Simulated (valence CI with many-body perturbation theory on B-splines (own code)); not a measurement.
E1 transitions of Sr³³⁺

Calculated by relativistic CI+MBPT: three valence electrons over a frozen Dirac-Fock core [He], radial functions for each j: 11 s, 11 p, 10 d, 8 f, 5 g, 2 h, with the one-electron correlation potential Σ1, the two-electron term Σ2, the three-electron term Σ3, Breit, model QED; selected CI, second order for the rest, scaled by the run's own slope (own B-spline code, finite nucleus).

No measured spectrum was set against this ion. As an estimate, large intervals hold to a few tenths of a per cent, small ones and those within an open d or f shell to about a per cent.

Lines 101 to 150 of 593 in falling wavelength, among levels below 3455.0 eV, chosen from the strongest by gf and those to the six lowest levels. Wavelengths and rates use the calculated energies. Electric multipoles are in the length gauge, E1 and E2 with the static RPA response of the core. Weak lines are less certain than strong ones. Lines between different terms over intervals too small for the method are left out, as are lines whose strength nearly cancels. Where a level lies close to another of its J and parity, the split of strength between their lines is uncertain. The highest levels of a list are the least certain.

Levels are named by their leading jj configuration (3d3/2^4 stands for four electrons in 3d with j = 3/2), which in mixed levels can hold well under half, so a name can repeat and another be missing. Letters in brackets count levels of one name in rising energy.

```tsv
λ vac (nm)	Upper	Lower	A (s⁻¹)	S (a.u.) with core polarisation	S without
21.54	(2s 2p1/2 3p3/2) J=5/2	(2s 2p1/2 3s) J=3/2	8.47e+09	2.51e-01	2.51e-01
20.85	(2s 2p1/2 3p3/2) J=3/2 [a]	(2s 2p1/2 3s) J=1/2 [a]	7.82e+09	1.40e-01	1.40e-01
20.16	(2p1/2 2p3/2 3p3/2) J=5/2 [b]	(2p1/2 2p3/2 3s) J=5/2	3.84e+09	9.33e-02	9.33e-02
18.99	(2p1/2 2p3/2 3p3/2) J=1/2 [b]	(2p1/2 2p3/2 3s) J=3/2 [b]	1.08e+10	7.27e-02	7.28e-02
18.43	(2p3/2^2 3p3/2) J=3/2 [a]	(2p3/2^2 3s) J=3/2	7.99e+09	9.88e-02	9.88e-02
18.24	(2s 2p3/2 3p3/2) J=5/2 [a]	(2s 2p3/2 3s) J=5/2	4.96e+09	8.91e-02	8.92e-02
13.94	(2s 2p1/2 2p3/2) J=5/2	(2s^2 2p3/2) J=3/2	1.24e+09	9.93e-03	9.96e-03
11.26	(2p1/2^2 2p3/2) J=3/2	(2s 2p1/2 2p3/2) J=3/2 [b]	3.38e+09	9.52e-03	9.55e-03
10.97	(2p1/2^2 4f7/2) J=7/2	(2s 2p1/2 4f7/2) J=9/2	9.54e+09	4.97e-02	4.99e-02
10.80	(2p1/2^2 4d5/2) J=5/2	(2s 2p1/2 4d5/2) J=7/2	1.21e+10	4.53e-02	4.54e-02
10.36	(2p1/2^2 3d5/2) J=5/2	(2s 2p1/2 3d5/2) J=7/2	1.29e+10	4.23e-02	4.24e-02
9.893	(2p1/2 2p3/2 3d5/2) J=9/2	(2s 2p3/2 3d5/2) J=9/2	8.05e+09	3.85e-02	3.86e-02
8.741	(2p1/2 2p3/2^2) J=5/2	(2s 2p3/2^2) J=5/2	1.81e+10	3.59e-02	3.60e-02
8.513	(2p1/2^2 2p3/2) J=3/2	(2s 2p1/2 2p3/2) J=5/2	2.78e+10	3.39e-02	3.40e-02
8.390	(2p3/2^2 3d5/2) J=9/2	(2s 2p3/2 3d5/2) J=7/2 [b]	1.86e+10	5.43e-02	5.45e-02
8.241	(2p3/2^2 3s) J=5/2	(2s 2p3/2 3s) J=3/2 [b]	2.57e+10	4.25e-02	4.26e-02
8.234	(2p3/2^2 3p3/2) J=7/2	(2s 2p3/2 3p3/2) J=5/2 [b]	2.64e+10	5.83e-02	5.84e-02
7.975	(2p3/2^2 3d3/2) J=7/2	(2s 2p3/2 3d3/2) J=5/2 [b]	1.84e+10	3.68e-02	3.69e-02
7.951	(2p3/2^2 3p1/2) J=5/2	(2s 2p3/2 3p1/2) J=3/2 [b]	2.58e+10	3.84e-02	3.85e-02
7.510	(2p1/2^2 2p3/2) J=3/2	(2s 2p1/2 2p3/2) J=3/2 [a]	1.41e+10	1.18e-02	1.18e-02
7.441	(2s 2p3/2^2) J=5/2	(2s^2 2p3/2) J=3/2	1.74e+10	2.13e-02	2.13e-02
7.267	(2p1/2 2p3/2^2) J=3/2	(2s 2p1/2 2p3/2) J=3/2 [b]	1.18e+10	8.97e-03	9.00e-03
6.868	(2p3/2^3) J=3/2	(2s 2p3/2^2) J=3/2	9.94e+10	6.36e-02	6.38e-02
6.739	(2p1/2 2p3/2^2) J=5/2	(2s 2p1/2 2p3/2) J=3/2 [b]	3.06e+10	2.77e-02	2.78e-02
6.732	(2p3/2^2 3d5/2) J=5/2 [b]	(2s 2p3/2 3d5/2) J=5/2 [b]	4.14e+10	3.74e-02	3.75e-02
6.703	(2p1/2 2p3/2 3d5/2) J=9/2	(2s 2p1/2 3d5/2) J=7/2	2.21e+10	3.29e-02	3.30e-02
6.687	(2p1/2 2p3/2 3p3/2) J=5/2 [a]	(2s 2p1/2 3p3/2) J=3/2 [a]	3.25e+10	2.88e-02	2.89e-02
6.664	(2p3/2^2 3p3/2) J=5/2	(2s 2p3/2 3p3/2) J=5/2 [a]	3.25e+10	2.85e-02	2.85e-02
6.650	(2p1/2 2p3/2 3p3/2) J=7/2	(2s 2p1/2 3p3/2) J=5/2	3.13e+10	3.63e-02	3.64e-02
6.517	(2s 2p3/2 3d5/2) J=7/2 [b]	(2s^2 3d5/2) J=5/2	5.17e+10	5.65e-02	5.67e-02
6.494	(2p3/2^2 3s) J=1/2	(2s 2p3/2 3s) J=3/2 [b]	9.58e+10	2.59e-02	2.60e-02
6.487	(2p3/2^2 3d5/2) J=5/2 [b]	(2s 2p3/2 3d5/2) J=7/2 [b]	5.89e+10	4.76e-02	4.78e-02
6.464	(2s 2p3/2 4f5/2) J=7/2 [b]	(2s^2 4f7/2) J=7/2	3.07e+10	3.28e-02	3.28e-02
6.456	(2s 2p3/2 4f5/2) J=5/2 [b]	(2s^2 4f5/2) J=5/2	6.76e+10	5.39e-02	5.41e-02
6.449	(2p3/2^2 3d3/2) J=3/2 [b]	(2s 2p3/2 3d3/2) J=5/2 [b]	6.61e+10	3.50e-02	3.51e-02
6.448	(2s 2p3/2 4f7/2) J=7/2 [b]	(2s^2 4f7/2) J=7/2	3.87e+10	4.10e-02	4.11e-02
6.445	(2s 2p3/2 4d5/2) J=7/2 [b]	(2s^2 4d5/2) J=5/2	5.85e+10	6.18e-02	6.20e-02
6.443	(2p1/2 2p3/2 3p1/2) J=5/2	(2s 2p1/2 3p1/2) J=3/2	3.16e+10	2.50e-02	2.51e-02
6.443	(2p3/2^2 3p3/2) J=3/2 [b]	(2s 2p3/2 3p3/2) J=5/2 [b]	6.10e+10	3.22e-02	3.23e-02
6.431	(2s 2p3/2 4p3/2) J=5/2 [b]	(2s^2 4p3/2) J=3/2	7.01e+10	5.52e-02	5.53e-02
6.423	(2s 2p3/2 3p3/2) J=5/2 [b]	(2s^2 3p3/2) J=3/2	6.16e+10	4.83e-02	4.85e-02
6.421	(2s 2p3/2 4f5/2) J=7/2 [b]	(2s^2 4f5/2) J=5/2	3.49e+10	3.64e-02	3.65e-02
6.416	(2s 2p3/2 4f7/2) J=9/2 [b]	(2s^2 4f7/2) J=7/2	5.85e+10	7.62e-02	7.64e-02
6.405	(2s 2p3/2 4f7/2) J=7/2 [b]	(2s^2 4f5/2) J=5/2	2.49e+10	2.58e-02	2.59e-02
6.405	(2s 2p3/2 4d3/2) J=3/2 [b]	(2s^2 4d3/2) J=3/2	7.37e+10	3.82e-02	3.83e-02
6.396	(2s 2p3/2 4d3/2) J=5/2 [b]	(2s^2 4d3/2) J=3/2	5.82e+10	4.50e-02	4.52e-02
6.389	(2s 2p3/2 4d5/2) J=5/2 [b]	(2s^2 4d5/2) J=5/2	7.41e+10	5.72e-02	5.74e-02
6.382	(2p1/2 2p3/2 3s) J=5/2	(2s 2p1/2 3s) J=3/2	3.31e+10	2.55e-02	2.55e-02
6.380	(2s 2p3/2 4p1/2) J=3/2 [b]	(2s^2 4p1/2) J=1/2	7.14e+10	3.66e-02	3.67e-02
6.379	(2s 2p3/2 4f7/2) J=5/2 [b]	(2s^2 4f7/2) J=7/2	7.41e+10	5.69e-02	5.71e-02
```
